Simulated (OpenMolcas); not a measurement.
F³⁺: Slater's ratio, the spin-orbit constant, worked from levels

```yaml
Program: OpenMolcas
Basis: ANO-RCC-VTZP [4s3p2d1f]
Scalar_Hamiltonian: DKH2, point nucleus
Active_space: 4 electrons in 9 orbitals (RAS2 2s 2p; RAS3 3d, at most 2 electrons)
State_averaging: 2S+1 = 3 even, 3 roots; 2S+1 = 1 even, 6 roots; 2S+1 = 5 odd, 1 root; 2S+1 = 3 odd, 9 roots; 2S+1 = 1 odd, 8 roots
Spin-orbit_coupling: RASSI with atomic mean-field integrals over the reference wave functions, term energies averaged over their components
```

Methods: RASSCF; SS-RASPT2, IPEA 0.25 Eh, imaginary shift 0.1 Eh (closed shells correlated: 1s). Measured levels: Moore, Atomic Energy Levels, vol. I, NSRDS-NBS 35 (1971 reprint of NBS Circular 467, 1949).

**Slater's ratio.** With one set of orbitals, p2 has 1D - 3P = 6 F2 and 1S - 1D = 9 F2 (F2 = F²/25), a ratio of 3/2. Term energies are centres of gravity, weighted by 2J + 1.

```tsv
Source	1D - 3P	1S - 3P	F2 from the first	Ratio
RASSCF	26828	56626	4471	1.111
SS-RASPT2	25611	54548	4268	1.130
measured	24825	53128	4138	1.140
```

Energies in cm-1. A ratio away from 3/2 shows effects beyond one configuration with one set of orbitals, and in heavier atoms second-order spin-orbit shifts.

**The spin-orbit constant.** For the Hund term 3P of p2, E(J) = (A/2) J(J+1) + constant and ζ = 2S·A = 2A. From J = 0 to J = 2 the energy changes by 3 A.

| Source | E(2) - E(0) | A | ζ |
| --- | --- | --- | --- |
| RASSCF | 652.2 | 217.4 | 435 |
| SS-RASPT2 | 652.3 | 217.4 | 435 |
| measured | 613.4 | 204.5 | 409 |

All in cm-1. SS-RASPT2 is off by +6.3 % and RASSCF by +6.3 %. Both methods take the spin-orbit matrix elements from the reference wave functions, so the second can move ζ only through the term energies and any multistate remixing. Second-order mixing with other terms is absorbed into this ζ.

Active for correlation alone: 3d; no level in the range computed is led by a configuration that fills it, so any true level of that kind is missing. Measured partners are found by configuration, term and J. A level has none where our copy of the source lacks it or the pairing is in doubt (some pairs that miss far off the trend of their configuration count as doubtful), and it then counts in no deviation. Only configurations of the active space appear.
